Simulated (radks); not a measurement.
Problem. Species: Dy53+. Configuration: [Ne] 3s2 3p1. Calculated with a radial shooting solver on a logarithmic mesh with Libxc functionals: Dirac Kohn-Sham, exchange-only PBE, spin-unpolarised, spherical densities, finite nucleus; open shells fill j = l - 1/2 first; Fermi nuclear charge, rms radius 5.2218 fm. Some entries of the table are withheld. Estimate them.

| orbital | occ. | eigenvalue (eV) | <r> (bohr) | r(max) (bohr) |
|---|---|---|---|---|
| 1s1/2 | 2 | -57590.18 | 0.02111 | 0.01337 |
| 2s1/2 | 2 | -12711.21 | 0.08795 | 0.07567 |
| 2p1/2 | 2 | (1) | 0.07321 | 0.05692 |
| 2p3/2 | 4 | (2) | 0.07997 | 0.06281 |
| 3s1/2 | 2 | (3) | 0.2123 | (4) |
| 3p1/2 | 1 | (5) | 0.1998 | 0.1888 |
| 3p3/2 | 0 | (6) | 0.2098 | 0.1991 |

Solution. 
(1) 2p1/2 eigenvalue (eV): -12330.26
(2) 2p3/2 eigenvalue (eV): -11505.01
(3) 3s1/2 eigenvalue (eV): -5152.364
(4) 3s1/2 r(max) (bohr): 0.2024
(5) 3p1/2 eigenvalue (eV): -5015.959
(6) 3p3/2 eigenvalue (eV): -4798.088
